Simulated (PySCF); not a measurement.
H3O4Si, SMILES [O][Si](O)(O)O (connectivity only; charge and spin as stated), charge -1, multiplicity 1.

Geometry: B3LYP-D3(BJ)/def2-SVPD. The multiplicity is an assumed one; other spin states were not compared. The isomer is the one that the SMILES or the coordinates give; other isomers of the formula were not compared. Other conformers were not sampled.

Level of theory: B3LYP-D3(BJ)/def2-SVPD (PySCF).

Frequencies are harmonic and unscaled.

Modes within 1.5 cm⁻¹ of each other (mostly degenerate sets) share a row, with their intensities summed.

List the normal modes with their intensities. (An estimate is asked for; the answer gives what the named calculation found.)


```
mode   ν (cm⁻¹)  IR (km/mol)  moving atoms (share of kinetic energy)
-----  --------  -----------  --------------------------------------
1–2         113         78.8                          H 58 %, O 41 %
3           166         31.2                          H 85 %, O 12 %
4–5         302         79.5                          O 53 %, H 45 %
6           348          5.7                 O 63 %, Si 19 %, H 18 %
7–8         376        182.8                         O 74 %, Si 19 %
9           696          9.7                           O 87 %, H 8 %
10–11       788        681.9                         O 57 %, Si 37 %
12–13       892        100.3                  H 79 %, Si 12 %, O 9 %
14          917         53.4                          H 74 %, O 26 %
15         1105        394.8                         O 50 %, Si 44 %
16–18      3888        101.1                                  H 94 %
```
